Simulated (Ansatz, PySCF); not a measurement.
C5H13In, SMILES [CH3][In]([CH3])[CH2]CC. Atoms are numbered in the order given.

```xyz
19

In     0.1130     0.6607     0.1969
C      1.4183     2.3888    -0.1640
H      2.2616     2.1343    -0.8224
H      1.8112     2.7725     0.7909
H      0.8352     3.1975    -0.6343
C     -1.5165     0.8360     1.6596
H     -2.1108    -0.0877     1.7139
H     -2.1801     1.6722     1.3873
H     -1.1018     1.0508     2.6577
C      0.4065    -1.2382    -0.8826
C     -0.5934    -2.3452    -0.5362
C     -0.3531    -3.6464    -1.3066
H      1.4417    -1.5698    -0.6823
H      0.3760    -1.0077    -1.9631
H     -0.5600    -2.5564     0.5480
H     -1.6236    -1.9958    -0.7309
H     -0.4227    -3.4803    -2.3948
H     -1.0867    -4.4247    -1.0379
H      0.6535    -4.0477    -1.1004
```

The structure is a stationary point at B3LYP-D3(BJ)/def2-SVP. The def2 effective core potentials stand for the cores of In; spin–orbit coupling is left out. The values are those of a single conformer.

Vertical ionisation energy (IE) and electron affinity (EA) in eV. Rows of orbital energies are one-electron estimates. Where ΔSCF, EOM or ADC give a negative EA the extra electron is unbound and the value depends on the basis.

```
level                                                                  IE     EA
-------------------------------------------------------------------  ----  -----
−ε(HOMO), −ε(LUMO), M06-2X/def2-TZVP (PySCF)                         7.68   0.57
ΔSCF, PBE0/def2-SVPD (Ansatz), final states of multiplicity 2 and 2  8.39  -0.47
```

Task: What vertical singlet–triplet gap does ΔSCF give with PBE0/def2-SVPD (Ansatz, an electronic-structure program)? (The exact figures need the calculation; the answer reports its results.)

Result: 4.16 eV (triplet above singlet where positive).
